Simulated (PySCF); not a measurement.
# SiAs: from constants to spectrum

ROHF-CCSD(T) constants of SiAs, ²Π (doublet), unpaired electrons π ↑ (Si def2-TZVPPD, As def2-TZVPPD; no relativity (PySCF 2.14); masses 27.9769 and 74.9216 u):

```
ωe            : 488.8 cm⁻¹
ωexe          : 1.67 cm⁻¹
Be            : 0.17253 cm⁻¹
αe            : 0.000769 cm⁻¹
De to Si + As : 3.13 eV
```

Task: What force constant and bond length do these constants imply?

Result: Reduced mass μred = 20.370 u; k = 5.8918×10⁻⁷·μred·ωe² (u, cm⁻¹, mdyn/Å) = 2.87 mdyn/Å; Re = √(16.8576/(μred·Be)) (u, cm⁻¹, Å) = 2.190 Å.

Task: Estimate the centrifugal constant D from the Kratzer relation and find the Dunham coefficient a1.

Result: D = 4Be³/ωe² = 8.6e-08 cm⁻¹; a1 = −1 − αeωe/(6Be²) = -3.10.

Correlated steps freeze 14 core orbitals. Spin–orbit coupling is left out. The state was picked by a PBE0 search and need not be the measured ground state.
